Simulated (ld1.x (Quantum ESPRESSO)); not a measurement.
# u(r) = r·R(r): atom against pseudo-atom (chromium (Cr))

Columns: radius, all-electron u(r) and pseudo u(r) of the 3d shell (level -2.93 eV) of chromium in the configuration [Ne] 3s2 3p6 3d5 4s1 4p0; PBEsol, scalar-relativistic, TM scheme, ld1.x (Quantum ESPRESSO) 7.5.

```csv
r (bohr),all-electron,pseudo
0.140,0.0953,0.0185
0.280,0.3366,0.1301
0.420,0.5597,0.3525
0.560,0.7071,0.6125
0.700,0.7810,0.8073
0.840,0.8006,0.8853
0.980,0.7865,0.8658
1.120,0.7536,0.8003
1.260,0.7115,0.7292
1.400,0.6658,0.6694
1.540,0.6200,0.6202
1.680,0.5757,0.5757
1.820,0.5339,0.5339
1.960,0.4950,0.4950
2.100,0.4591,0.4591
2.240,0.4260,0.4260
2.380,0.3956,0.3956
2.520,0.3677,0.3677
2.660,0.3420,0.3420
2.800,0.3183,0.3183
2.940,0.2964,0.2964
3.080,0.2761,0.2761
3.220,0.2573,0.2573
3.360,0.2398,0.2398
3.500,0.2236,0.2236
3.640,0.2085,0.2085
```

Task: How many radial nodes do the two functions have?

Result: The all-electron 3d function has n − l − 1 = 0; the pseudo-wave has 0.

Task: At about which radius was the pseudo-wave matched?

Result: 1.70 bohr. The columns agree to 0.0005 from 1.54 bohr on; several derivatives are matched, so the curves merge somewhat inside the radius.

Task: Where does each function peak?

Result: Outermost all-electron maximum near 0.84 bohr, pseudo maximum near 0.84 bohr (to the table’s step).

Task: Is the pseudo-wave norm-conserving?

Result: Yes: the TM scheme keeps the norm inside the radius equal to the all-electron one, which fixes the energy derivative of the logarithmic derivative at the level.
